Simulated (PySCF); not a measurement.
## Spin–spin coupling constants

Bonds (- single, = double, # triple, : aromatic): F1-C2 1.334 Å, C2=C3 1.338 Å, C3-C4 1.496 Å, C4-C5 1.519 Å, C5-F6 1.389 Å, C5-C7 1.501 Å, C7=C8 1.343 Å, C8-C2 1.454 Å. C3 carries H9; C4 carries H10, H11; C5 carries H12; C7 carries H13; C8 carries H14. Stereochemistry as in FC1=CC[C@H](F)C=C1. H11 is cis to F6 on the ring; H10 is trans to F6 on the ring.

Indirect spin–spin couplings were computed at B3LYP/pcJ-1 (spin–dipole term only in couplings to heteroatoms) (PySCF 2.14.0 with density-fitted response routines) on a PBE0-D3(BJ)/def2-SVP structure, for the isolated molecule, without vibrational or relativistic corrections. Couplings are averaged over pairs made equivalent by symmetry, fast rotation or ring inversion, so a value needn't be that of the named pair in this geometry, while other rotamers aren't included; one pair stands for each set, and the list holds a selection of those of at least 1.5 Hz over up to four bonds. One-bond C–F couplings come out tens of Hz too large with common functionals.

Isotopes: 19F, 13C, 1H.

```tsv
pair	bonds	J (Hz)
F1, C2	1	-320.2
C2, C3	1	?
C2, C8	1	67.7
C3, C4	1	46.1
C3, H9	1	173.9
C4, C5	1	41.2
C4, H10	1	129.4
C4, H11	1	138.1
C5, F6	1	?
C5, C7	1	48.8
C5, H12	1	?
C7, C8	1	73.9
C7, H13	1	176.1
C8, H14	1	170.6
F1, C3	2	?
C3, H11	2	-6.4
C4, H9	2	?
F6, H12	2	54.9
F1, C4	3	3.8
F1, C7	3	3.5
C3, H12	3	?
C5, H9	3	5.7
F6, C8	3	?
H12, H13	3	?
F1, H10	4	10.2
H10, H13	4	-2.7
```

Q: Estimate the withheld couplings, with signs.

A: 
- 1J(C2,C3) = 91.0 Hz (bond length 1.338 Å)
- 1J(C5,F6) = -233.0 Hz (bond length 1.389 Å)
- 1J(C5,H12) = 159.5 Hz (bond length 1.102 Å, sp3 carbon)
- 2J(F1,C3) = 18.9 Hz (angle at C2 122°)
- 2J(C4,H9) = 3.1 Hz (angle at C3 121°)
- 3J(C3,H12) = 8.7 Hz (dihedral angle 161°)
- 3J(F6,C8) = 10.7 Hz (dihedral angle 94°)
- 3J(H12,H13) = 6.2 Hz (dihedral angle 36°)
